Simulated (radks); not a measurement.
Q: La II, 56 electrons, occupied as [Xe] 5d1.5 6s0.5 (fractional occupations, a model configuration). Calculated with a radial shooting solver on a logarithmic mesh with Libxc functionals: Dirac Kohn-Sham, PBE, spin-unpolarised, spherical densities, point nucleus; open shells fill j = l - 1/2 first. Some entries of the table are withheld. Estimate them.

| orbital | occ. | eigenvalue (eV) | r(max) (bohr) |
|---|---|---|---|
| 1s1/2 | 2 | -38724.48 | 0.01607 |
| 2s1/2 | 2 | -6165.898 | 0.09108 |
| 2p1/2 | 2 | -5815.051 | (1) |
| 2p3/2 | 4 | -5401.915 | (2) |
| 3s1/2 | 2 | -1322.491 | 0.2606 |
| 3p1/2 | 2 | -1174.646 | (3) |
| 3p3/2 | 4 | -1094.126 | (4) |
| 3d3/2 | 4 | -835.3016 | 0.2083 |
| 3d5/2 | 6 | -818.0769 | 0.2114 |
| 4s1/2 | 2 | -270.8010 | 0.6087 |
| 4p1/2 | 2 | -216.4078 | 0.6192 |
| 4p3/2 | 4 | -199.2803 | 0.6433 |
| 4d3/2 | 4 | (5) | 0.6675 |
| 4d5/2 | 6 | (6) | 0.6754 |
| 5s1/2 | 2 | -43.5765 | 1.411 |
| 5p1/2 | 2 | -28.8889 | 1.545 |
| 5p3/2 | 4 | -26.4027 | 1.611 |
| 5d3/2 | 1.5 | (7) | (8) |
| 6s1/2 | 0.5 | -7.8685 | 3.650 |
| 5d5/2 | 0 | (9) | (10) |

A: 
(1) 2p1/2 r(max) (bohr): 0.06950
(2) 2p3/2 r(max) (bohr): 0.07466
(3) 3p1/2 r(max) (bohr): 0.2473
(4) 3p3/2 r(max) (bohr): 0.2585
(5) 4d3/2 eigenvalue (eV): -110.1407
(6) 4d5/2 eigenvalue (eV): -107.1670
(7) 5d3/2 eigenvalue (eV): -7.8964
(8) 5d3/2 r(max) (bohr): 2.188
(9) 5d5/2 eigenvalue (eV): -7.6942
(10) 5d5/2 r(max) (bohr): 2.223
